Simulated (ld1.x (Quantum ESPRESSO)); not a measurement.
aluminium: excitation energies, all-electron against RRKJ

| Item | Value |
| --- | --- |
| Element | aluminium (Al) |
| Generator | ld1.x (Quantum ESPRESSO) 7.5 |
| Type | norm-conserving RRKJ (Kleinman–Bylander form) |
| Functional | PBEsol |
| Relativity | scalar-relativistic |
| Frozen core | [Ne] |
| Valence charge | 3 |
| Reference configuration | 3s2 3p0 (charge +1) |
| Partial waves | 3p (bound, empty): rc 2.60 bohr; 3s (bound): rc 1.80 bohr |
| Local potential | the s channel |
| Core correction | none |

Energies are relative to the spin-unpolarised reference configuration 3s2 3p0; without spin polarisation the order of configurations can differ from experiment.

```tsv
valence configuration	charge	ΔE all-electron (eV)	error AE − PS (meV)
3s2 3p1	0	-5.736	+0.4
3s1 3p0	+2	19.170	+16
3s1 3p1	+1	5.791	+3.3
3s2 3p1.3	-0.3	-6.304	+0.4
3s0 3p3	0	4.669	+8.1
```

What are ΔE and the potential's error for 3s2 3p0.5?

ΔE = -3.662 eV all-electron; the error (AE − PS) is +0.2 meV.

What are ΔE and the potential's error for 3s1 3p2?

ΔE = -0.617 eV all-electron; the error (AE − PS) is +0.3 meV.

Levels in the configuration 3s2 3p0.5:

```csv
level,all-electron (eV),pseudo (eV)
3s,-11.057,-11.059
3p,-5.676,-5.676
```

ld1.x printed “convergence not achieved” for 6 of the counted tests; their residual had stalled under 1e-8, short of the target of 1e-14.
